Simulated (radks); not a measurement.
Values are calculated unless marked as measured or tabulated.
Isoelectronic series with 30 electrons, each ion in its NIST ground configuration. Code: a radial shooting solver on a logarithmic mesh with Libxc functionals. Model: scalar-relativistic Kohn-Sham, r2SCAN, spin-polarised, spherical densities, finite nucleus; meta-GGA in the generalised Kohn-Sham scheme; Fermi nuclear charge, rms radius of each element as measured or else 0.836 A^(1/3) + 0.57 fm. Total energies (hartree) and orbital eigenvalues (Ry):

ion	configuration	E (hartree)	4s	3d
Zn	[Ar] 3d10 4s2	-1796.29857	-0.45716	-0.76889
Ga+	[Ar] 3d10 4s2	-1944.03575	-1.22110	-2.05793
Ge2+	[Ar] 3d10 4s2	-2098.32358	-2.17167	-3.67467
As3+	[Ar] 3d10 4s2	-2259.14789	-3.28762	-5.58012
Se4+	[Ar] 3d10 4s2	-2426.50799	-4.55809	-7.75368
Br5+	[Ar] 3d10 4s2	-2600.41213	-5.97677	-10.18307
Kr6+	[Ar] 3d10 4s2	-2780.87344	-7.53965	-12.86037
Rb7+	[Ar] 3d10 4s2	-2967.90916	-9.24412	-15.78019
Sr8+	[Ar] 3d10 4s2	-3161.53914	-11.08840	-18.93868
Zr10+	[Ar] 3d10 4s2	-3568.67353	-15.19202	-25.96116
Nb11+	[Ar] 3d10 4s2	-3782.22794	-17.45005	-29.82138
Mo12+	[Ar] 3d10 4s2	-4002.47663	-19.84510	-33.91243
Tc13+	[Ar] 3d10 4s2	-4229.45189	-22.37707	-38.23330
Ru14+	[Ar] 3d10 4s2	-4463.18076	-25.04597	-42.78318
Rh15+	[Ar] 3d10 4s2	-4703.69924	-27.85194	-47.56142
